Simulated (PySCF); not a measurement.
PySCF 2.14 output of an unrestricted PBE calculation on a single atom or ion in aug-cc-pVDZ-PP with ECP28MDF, with scalar relativity through the core potential:

```
SCF conv_tol = 1e-09
number electrons alpha = 9  beta = 4
    J. P. Perdew, K. Burke, and M. Ernzerhof.,  Phys. Rev. Lett. 77, 3865 (1996)
    J. P. Perdew, K. Burke, and M. Ernzerhof.,  Phys. Rev. Lett. 78, 1396 (1997)
    J. P. Perdew, K. Burke, and M. Ernzerhof.,  Phys. Rev. Lett. 77, 3865 (1996)
    J. P. Perdew, K. Burke, and M. Ernzerhof.,  Phys. Rev. Lett. 78, 1396 (1997)
cycle= 1 E= -56.5418939541785  delta_E= -0.00583  |g|= 0.0199  |ddm|= 0.466
cycle= 2 E= -56.5418800036583  delta_E= 1.4e-05  |g|= 0.0213  |ddm|= 0.235
cycle= 3 E= -56.5421726272463  delta_E= -0.000293  |g|= 0.0017  |ddm|= 0.0895
cycle= 4 E= -56.5421746079217  delta_E= -1.98e-06  |g|= 0.000182  |ddm|= 0.0214
cycle= 5 E= -56.5421746445112  delta_E= -3.66e-08  |g|= 5.19e-06  |ddm|= 0.00613
cycle= 6 E= -56.5421746445446  delta_E= -3.34e-11  |g|= 2.15e-06  |ddm|= 2.33e-05
converged SCF energy = -56.5421746445446  <S^2> = 8.7504959  2S+1 = 6.0001653
```

The run itself started from symmetry-adapted Hartree-Fock orbitals and held the occupation by maximum overlap, on a logarithmic radial grid, so the iterations belong to that start.

**Question.** Which element, charge and spin multiplicity is this?

**Answer.** Nb (niobium, neutral), multiplicity 6; the state was [Kr] 4d4 5p1, one real determinant (an excited configuration).

⟨L²⟩ = 8.00 against 12 for a pure F term, so this real determinant mixes terms. Energies and moments cover only the electrons outside the core potential.
